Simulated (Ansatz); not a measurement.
C2H7BOSi (`COB1C[SiH2]1`). Charge 0, multiplicity 1. The structure was optimised at the PBE0-D4/def2-TZVP level. It is one conformer, not always the lowest.

```xyz
12

C     1.860    1.210   -0.432
O     0.638    1.219    0.288
B    -0.195    0.185    0.282
C    -1.593   -0.168    0.841
Si   -0.914   -1.531   -0.321
H     1.997    0.256   -0.947
H     2.678    1.376    0.272
H     1.844    2.025   -1.156
H    -2.459    0.443    0.586
H    -1.628   -0.483    1.886
H    -0.647   -2.835    0.337
H    -1.581   -1.697   -1.637
```

What is the dipole moment at r2SCAN/def2-TZVPP? (An estimate is asked.)

Ansatz gave: 1.39 D, with components (1.21, 0.60, -0.33) D in this frame, pointing from negative to positive charge.

And with PBE, B3LYP, ωB97M-V? (Best estimate.)

Ansatz gave: PBE 1.42 D, B3LYP 1.42 D, ωB97M-V 1.43 D.

Give the Mulliken charges with r2SCAN, PBE, ωB97M-V in def2-TZVPP. (Estimate.)

The calculation gave: 
| atom | r2SCAN | PBE | ωB97M-V |
| --- | --- | --- | --- |
| C1 | 0.04 | -0.09 | -0.13 |
| O2 | -0.28 | -0.20 | -0.26 |
| B3 | 0.23 | 0.18 | 0.21 |
| C4 | -0.31 | -0.26 | -0.36 |
| Si5 | 0.08 | -0.02 | 0.00 |
| H6 | 0.06 | 0.08 | 0.09 |
| H7 | 0.07 | 0.11 | 0.13 |
| H8 | 0.07 | 0.11 | 0.13 |
| H9 | 0.08 | 0.09 | 0.11 |
| H10 | 0.10 | 0.11 | 0.12 |
| H11 | -0.07 | -0.05 | -0.02 |
| H12 | -0.07 | -0.05 | -0.02 |

B3LYP here is the variant with VWN-RPA as its local correlation; programs differ in this.
